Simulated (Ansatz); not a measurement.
`[Br][Al]([Br])[Br]` and `[Cl][Al]([Br])[Br]` differ in one atom or group.

Ansatz, PBE0-D4/def2-TZVP geometries, multiplicity 1. 

Scalar relativity is left out up to krypton.

| property | `[Br][Al]([Br])[Br]` |
| --- | --- |
| size of the dipole moment (B3LYP/def2-TZVPP) / D | 0.00 |
| LUMO energy (B3LYP/def2-TZVPP) / eV | -1.80 |
| HOMO energy (PBE/def2-TZVPP) / eV | -7.36 |
| LUMO energy (PBE0/def2-TZVPP) / eV | -1.56 |
| size of the dipole moment (PBE/def2-TZVPP) / D | 0.00 |
| size of the dipole moment (ωB97M-V/def2-TZVPP) / D | 0.00 |

Q: What does the change do to each property? (An estimate is asked.)

A: Ansatz gave: 
| property | `[Cl][Al]([Br])[Br]` | shift |
| --- | --- | --- |
| size of the dipole moment (B3LYP/def2-TZVPP) / D | 0.16 | 0.16 |
| LUMO energy (B3LYP/def2-TZVPP) / eV | -1.71 | 0.09 |
| HOMO energy (PBE/def2-TZVPP) / eV | -7.48 | -0.12 |
| LUMO energy (PBE0/def2-TZVPP) / eV | -1.46 | 0.10 |
| size of the dipole moment (PBE/def2-TZVPP) / D | 0.18 | 0.18 |
| size of the dipole moment (ωB97M-V/def2-TZVPP) / D | 0.11 | 0.11 |

With PBE0 the HOMO falls by 0.14 eV and the LUMO rises by 0.10 eV, so the gap widens by about 0.24 eV. PBE moves the HOMO by -0.12 eV and ωB97M-V by -0.15 eV.

B3LYP here is the variant with VWN-RPA as its local correlation; programs differ in this.

Spin–orbit coupling is left out; it splits and shifts lone-pair levels of the heavy atoms by tenths of an eV.
